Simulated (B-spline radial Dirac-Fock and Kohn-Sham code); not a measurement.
Z = 69 (thulium), transition energy 1060 keV. These are calculated numbers from an atomic code on a B-spline grid; the model is a Dirac-Hartree-Slater potential of the neutral atom with a Latter tail (no hole, which puts coefficients of high multipoles low close above an edge), finite nucleus with surface currents. Subshells that would emit electrons below 1 keV are left out, and so is internal pair formation.

Q: A pure transition shows α(K) = 0.0427, L1/L2 = 6.54 and L1/L3 = 13.9. What is its multipolarity?
A. M3
B. M1
C. E2
D. E3
E. M4
F. E4
G. M2
H. E1

A: E. For comparison, α(K), L1/L2, L1/L3 are E1 0.00110, 21.4, 21.7; E2 0.00263, 7.21, 17.4; E3 0.00545, 3.34, 13.7; E4 0.0106, 2.01, 10.5; M1 0.00489, 17.3, 108; M2 0.0119, 12.0, 79.4; M3 0.0232, 8.62, 30.8.
